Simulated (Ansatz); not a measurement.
Basis-set extrapolation for `BC(O)CO` (PBE0-D4/def2-TZVP geometry, frozen core, Ansatz 0.2.0). Multiplicity 1, RHF reference.

|  | def2-TZVPP | def2-QZVPP |
| --- | --- | --- |
| HF | -254.280002 | -254.291923 |
| MP2 correlation | -0.937759 | -1.005280 |
| CCSD(T) correlation | -1.009908 | not run |

Energies in hartree. Use E(X) = E(∞) + A·exp(−7.88·√X) for Hartree–Fock and E(X) = E(∞) + B·X^(−2.97) for correlation, with X = 3 and 4, and add CCSD(T) minus MP2 of the smaller set to the MP2 limit.

What is the CCSD(T) energy at the basis-set limit?

HF limit: -254.291923 + (-0.011921) × 0.13774 = -254.29356. MP2 limit: -1.005280 + (-0.067521) × 0.74074 = -1.05530. Higher-order term: -1.009908 − (-0.937759) = -0.07215. Total: -255.42101 hartree, 3.57 eV below CCSD(T)/def2-TZVPP.
